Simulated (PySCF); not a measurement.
## HHfN + Cl₂ → ClHfN + HCl

Level: PBE0 in the def2-TZVP basis family, computed in PySCF with density fitting; scalar-relativistic core potentials for atoms from Rb on, none lighter, no spin–orbit coupling; open shells unrestricted.

```
species                                       state and structure      E (Eh)  ZPE (kJ/mol)  H(298 K) − H(0) (kJ/mol)  S° (J/(mol K))
   HHfN    singlet, Cs, Hf–H 1.869 Å, Hf–N 1.723 Å; H–Hf–N 101.5°  -103.17556          18.6                      10.6           262.2
    Cl₂                               singlet, D∞h, Cl–Cl 1.982 Å  -920.08940           3.5                       9.1           222.5
  ClHfN  singlet, Cs, Hf–Cl 2.380 Å, Hf–N 1.725 Å; Cl–Hf–N 108.8°  -562.73819           9.0                      12.5           298.1
    HCl                                singlet, C∞v, H–Cl 1.279 Å  -460.66440          17.9                       8.7           186.6
```

Problem. What is the electronic reaction energy?

Solution. At PBE0/def2-TZVP, ΔE = -361.3 kJ/mol from the differences of the total energies times 2625.5, downhill. 

Problem. Add zero-point, thermal and entropy terms for 298.15 K and 1 bar.

Solution. ΔZPE = 4.8 and Δ[H(298) − H(0)] = 1.5 kJ/mol give ΔH° = -355.0 kJ/mol. ΔS° = 0.0 J/(mol K), so ΔG° = -355.0 − 298.15 × (0.0000) = -355 kJ/mol.

Spin–orbit coupling can matter for HHfN, ClHfN and is left out. The structures come from searches over a few start shapes, so lower isomers are not excluded.
